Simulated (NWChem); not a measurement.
System: SeCl$_{2}$; SMILES [Se](Cl)Cl

```xyz
3

Se     0.0000     0.0000     0.6841
Cl    -1.6848     0.0000    -0.6841
Cl     1.6848     0.0000    -0.6841
```
Atoms are numbered in this order, from 1.

All runs: NWChem. Pople sets run with spherical d functions. Geometry: optimised at PBE0/def2-SVP. Ions are spin-unrestricted doublets at the neutral geometry; other ion states weren't tried.

Q: Among these, which level gives the lowest value of “−ε(HOMO) (eV)”?
A. CAM-B3LYP/6-31G*
B. CAM-B3LYP/3-21G
C. CAM-B3LYP/6-311G**
D. CAM-B3LYP/STO-3G

A: D, CAM-B3LYP/STO-3G. Values: CAM-B3LYP/STO-3G 6.79; CAM-B3LYP/6-31G* 8.42; CAM-B3LYP/6-311G** 8.55; CAM-B3LYP/3-21G 8.66
